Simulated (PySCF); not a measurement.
Atom-mapped SMILES (the numbers label the heavy atoms): `[CH2:1]=[CH:2][c:3]1[cH:4][cH:5][c:6]2[c:7]([cH:8]1)[CH2:9][CH2:10]2` (H(Xn): hydrogen on atom n). Ha(C1) is cis to C3; Hb(C1) is trans to C3.

GIAO PBE0/pcSseg-1 shifts (PySCF 2.14, gas phase, non-relativistic, equivalent atoms averaged), each against references optimised in the same way as the molecule (TMS).

On the GFN2-xTB geometry: C6 151.6, C7 151.3, C2 146.2, C3 140.8, C4 135.4, C5 127.8, C8 121.4, C1 116.3, C10 30.4, C9 30.1, H(C8) 7.81, H(C5) 7.30, H(C4) 7.22, H(C2) 6.80, Ha(C1) 6.18, Hb(C1) 5.48, H(C9) 3.27, H(C10) 3.25 ppm.

Question: What changes on the PBE0-D3(BJ)/def2-SVP geometry?

Answer: 
| atoms | δ (ppm) | change |
| --- | --- | --- |
| C6 | 150.7 | -0.9 |
| C7 | 150.1 | -1.2 |
| C2 | 146.0 | -0.2 |
| C3 | 140.5 | -0.3 |
| C4 | 135.5 | +0.1 |
| C5 | 127.8 | +0.0 |
| C8 | 121.3 | -0.1 |
| C1 | 116.9 | +0.6 |
| C10 | 30.8 | +0.4 |
| C9 | 30.6 | +0.5 |
| H(C8) | 7.62 | -0.19 |
| H(C5) | 7.11 | -0.19 |
| H(C4) | 7.03 | -0.19 |
| H(C2) | 6.58 | -0.22 |
| Ha(C1) | 6.10 | -0.08 |
| Hb(C1) | 5.43 | -0.05 |
| H(C9) | 3.18 | -0.09 |
| H(C10) | 3.15 | -0.10 |

Bonds between heavy atoms that differ most (equivalent bonds averaged): C7–C8 1.368 → 1.381 Å, C5–C6 1.372 → 1.385 Å, C9–C10 1.556 → 1.569 Å, C3–C4 1.398 → 1.410 Å, C1–C2 1.328 → 1.339 Å. Mean change of bonds to hydrogen: C–H +0.013 Å.
